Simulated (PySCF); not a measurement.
# Computed properties of BClH₂S, SMILES ClBS

BClH₂S, SMILES ClBS. Geometry optimised at B3LYP-D3(BJ)/def2-TZVP. The values are those of a single conformer. All values are computed for the isolated molecule unless a solvent is named; none is compared with measurement here.

**Structure.** The optimised structure has Cs symmetry. All 9 harmonic modes at B3LYP-D3(BJ)/def2-TZVP (PySCF) are real, so it is a minimum. With heavy atoms numbered as in [BH:1]([Cl:2])[SH:4], the shortest bond between them is B1–Cl2 at 1.754 Å and the longest B1–S4 at 1.785 Å.

**Vibrations.** The strongest infrared lines (harmonic, unscaled, degenerate partners summed) lie at 1097 cm⁻¹ (219 km/mol, H 64 %, B 35 %), 866 cm⁻¹ (111 km/mol, B 45 %, H 33 %, S 18 %), 2688 cm⁻¹ (71 km/mol, H 91 %, B 8 %). The softest mode is at 255 cm⁻¹ and the zero-point energy is 14.8 kcal/mol.

**Electronic structure.** ωB97X/def2-TZVPD (PySCF) places the frontier levels at -10.68 and 0.79 eV, a gap of 11.47 eV, and gives a dipole moment of 1.63 D and a mean polarisability of 50.3 bohr³.

**Excitations.** TDA-M06-2X/def2-SVPD (PySCF) has S1 at 5.82 eV (213 nm, f = 0.000, dark); the most intense of the 10 singlets computed lies at 6.32 eV (f = 0.24). T1 (TDA) is at 4.91 eV, 0.91 eV under S1. No vertical singlet excitation falls in the visible range (under 3.1 eV).

**NMR.** GIAO shifts at PBE0/pcSseg-2 (PySCF) (non-relativistic, atoms alike by connectivity averaged): ¹H from 3.9 to 7.1 ppm against TMS; ¹¹B at 56.1 ppm against BF3. Without spin–orbit terms, shifts of atoms bonded to Cl or Br come out too high.
